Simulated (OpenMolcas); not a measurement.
## What dynamic correlation does to the levels of F+

```yaml
Program: OpenMolcas 26.06
Basis: ANO-R2 [4s4p2d1f]
Scalar_Hamiltonian: X2C, finite nucleus
Active_space: 4 electrons in 3 orbitals (2p)
State_averaging: 2S+1 = 3 even, 3 roots; 2S+1 = 1 even, 6 roots
Spin-orbit_coupling: RASSI with atomic mean-field integrals over the reference wave functions, term energies averaged over their components
```

Methods on the same reference wave functions:
A. CASSCF
B. SS-CASPT2, IPEA 0.25 Eh, imaginary shift 0.1 Eh (closed shells correlated: 1s 2s)

Energies in eV above 2s2 2p4 3P2, the measured ground level; measured values from NIST Handbook of Basic Atomic Spectroscopic Data.

```tsv
Level	A	B	Measured
2s2 2p4 3P2	0.0000	0.0000	0.0000
2s2 2p4 3P1	0.0395	0.0395	0.0423
2s2 2p4 3P0	0.0587	0.0586	0.0607
2s2 2p4 1D2	2.8271	2.604	2.5880
2s2 2p4 1S0	7.0073	5.852	5.5691
```

Deviations, from unrounded energies. A percentage is the sum of absolute deviations over the sum of measured energies, with the sign that they share, or ± where signs differ.

```json
{"Against measurement": "mean absolute deviation (cm-1)", "Levels": "4", "A": "3400", "B": "610"}
{"Against measurement": "fine structure of the ground term (%)", "Levels": "2", "A": "-4.7", "B": "-4.7"}
{"Against measurement": "other terms of the ground configuration (%)", "Levels": "2", "A": "+20.6", "B": "+3.7"}
```

B lies closest to measurement on these levels. The largest miss of B in the table is 2s2 2p4 1S0, by +2300 cm-1. The ranking rests on the paired levels alone, and a cruder setting can come out closer through cancelling errors.

From A to B the spin-free energies of the other terms of 2s2 2p4 shown, above 3P, scale by factors of 0.83 to 0.92.

The lowest spin-free term lies below A's lowest term by 0.174 hartree in B.

Term energies are means over components that CASPT2 splits; among the terms shown or strongly mixed into the levels shown the widest spread is 91 cm-1 (2s2 2p4 1D, B). With the s shell closed, the reference lacks s² → p² mixing. Without dynamic correlation excited terms often stand tens of per cent too high (terms of higher spin than the ground term too low), and those without a measured partner can miss by more than the paired ones (holds for A). Measured partners are found by configuration, term and J. A level has none where our copy of the source lacks it or the pairing is in doubt (some pairs that miss far off the trend of their configuration count as doubtful), and it then counts in no deviation. Only configurations of the active space appear.
